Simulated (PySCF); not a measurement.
imidazole (C3H4N2), SMILES c1nc[nH]c1.

Geometry optimised at PBE0-D3(BJ)/def2-SVP.

Method: PBE0-D3(BJ)/def2-SVP run with PySCF 2.14.0.

Harmonic, unscaled wavenumbers; measured fundamentals usually lie a few per cent lower.

### Question
List the normal modes with their intensities. (The exact figures need the calculation; the answer reports its results.)

### Answer

```tsv
mode	ν (cm⁻¹)	IR (km/mol)	Raman (Å⁴/amu)	depolarisation	moving atoms (share of kinetic energy)
1	579	91.5	2.1	0.75	H 61 %, N 33 %
2	658	15.7	0.1	0.75	H 46 %, C 44 %, N 11 %
3	694	3.0	0.3	0.75	N 39 %, H 33 %, C 29 %
4	748	34.0	0.7	0.75	H 80 %, C 20 %
5	831	22.2	0.0	–	H 67 %, C 28 %
6	893	2.6	0.6	0.75	H 70 %, C 29 %
7	911	8.7	1.0	0.66	C 45 %, N 42 %, H 13 %
8	950	2.4	1.8	0.61	N 47 %, C 36 %, H 17 %
9	1085	24.3	5.8	0.75	H 67 %, C 28 %
10	1108	35.5	1.0	0.61	H 71 %, C 19 %, N 10 %
11	1153	3.1	14.7	0.53	H 74 %, N 14 %, C 13 %
12	1220	3.9	16.5	0.14	C 55 %, N 35 %, H 11 %
13	1285	1.5	5.7	0.20	H 73 %, C 15 %, N 12 %
14	1416	10.1	23.6	0.30	C 50 %, N 30 %, H 19 %
15	1476	9.4	6.0	0.55	N 44 %, C 35 %, H 22 %
16	1541	17.2	14.4	0.26	C 67 %, H 20 %, N 13 %
17	1592	17.0	0.8	0.33	C 60 %, N 22 %, H 18 %
18	3263	4.1	36.3	0.72	H 91 %, C 9 %
19	3266	0.9	126.6	0.28	H 91 %, C 9 %
20	3301	0.2	110.0	0.17	H 90 %, C 10 %
21	3693	76.6	109.2	0.28	H 93 %
```
